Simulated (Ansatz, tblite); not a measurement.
Forces on Be₃O₃ at its r2SCAN-D4/def2-SVP geometry. The state is a singlet with charge 0.

The xTB rows come from tblite. The restricted singlet is unstable towards broken spin symmetry in Hartree–Fock (as tested in another run); at PBE-D4/def2-TZVP this wasn't settled. At PBE-D4/def2-TZVP an occupied level of the charge 0 singlet lies above an empty one (by up to 0.43 eV), so this SCF solution is probably not the lowest. The geometry of the singlet was relaxed on an unsound state (an occupied level 0.27 eV above an empty one). Another isomer (singlet) lies 5.57 eV lower at PBE0-D4/def2-TZVP; other spin states weren't run for this one.

GFN2-xTB (tblite), largest force 2.07 eV/Å:

```xyz
6
positions Å, forces eV/Å
Be   -1.938    0.477    0.785   -1.741    0.425    0.703
Be    0.632   -0.157   -0.258   -1.556    0.398    0.643
Be    3.206   -0.798   -1.307   -1.563    0.439    0.679
O     1.956   -0.464   -0.778    1.828   -0.528   -0.805
O    -3.221    0.796    1.308    1.355   -0.336   -0.552
O    -0.635    0.147    0.249    1.678   -0.399   -0.667
```

PBE-D4/def2-TZVP (Ansatz), largest force 0.87 eV/Å:

```
Be 0.324 -0.075 -0.128
Be 0.015 -0.016 -0.016
Be -0.652 0.172 0.274
O 0.788 -0.197 -0.321
O -0.460 0.112 0.186
O -0.016 0.004 0.006
```
